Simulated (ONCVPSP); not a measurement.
# Configuration tests for iridium (Ir) (ONCV)

ONCVPSP 4.0.1 input, shortened (lines: element, Z, core and valence counts, functional; n l f; lmax; l rc ep ncon nbas qcut; lloc lpopt rc5 dvloc0; l nproj debl; icmod fcfact rcfact), PBE, fully relativistic:

```
  Ir 77.00   10    4        4      upf
    1    0    2.00
    2    0    2.00
    2    1    6.00
    3    0    2.00
    3    1    6.00
    3    2   10.00
    4    0    2.00
    4    1    6.00
    4    2   10.00
    4    3   14.00
    5    0    2.00
    5    1    6.00
    5    2    7.00
    6    0    2.00
    2
    0    1.30    0.00    3    8    8.00
    1    1.60    0.00    3    8   10.80
    2    2.00    0.00    3    8    7.60
    4    5    1.00    1.00
    0    2    2.30
    1    2    1.80
    2    3    0.70
    2    0.70    0.75
```

Open shells are filled in proportion to 2j + 1.

In the p channel the program set the typed energies aside and used -1.873, 0.250 Ha (j = l + 1/2; the other j can differ).

Energies are relative to the spin-unpolarised reference configuration 5s2 5p6 5d7 6s2; without spin polarisation the order of configurations can differ from experiment.

```json
{"valence configuration": "5s2 5p6 5d7 6s1", "charge": "+1", "ΔE all-electron (eV)": "9.889", "error AE − PS (meV)": "+0.2"}
{"valence configuration": "5s2 5p6 5d7 6s0", "charge": "+2", "ΔE all-electron (eV)": "27.363", "error AE − PS (meV)": "+0.4"}
{"valence configuration": "5s2 5p6 5d5 6s0", "charge": "+4", "ΔE all-electron (eV)": "101.453", "error AE − PS (meV)": "+2.6"}
```

**Question.** What are ΔE and the potential's error for 5s2 5p6 5d6 6s0?

**Answer.** ΔE = 57.899 eV all-electron; the error (AE − PS) is +3.0 meV.

Levels in the configuration 5s2 5p6 5d5 6s0:

| level | all-electron (eV) | pseudo (eV) |
| --- | --- | --- |
| 5s j=1/2 | -144.443 | -144.529 |
| 5p j=3/2 | -96.953 | -96.997 |
| 5p j=1/2 | -110.938 | -111.006 |
| 5d j=5/2 | -49.775 | -49.779 |
| 5d j=3/2 | -51.365 | -51.368 |

Note: no bound ghost flagged; GHOST(+) flagged for s at 81.4 eV.
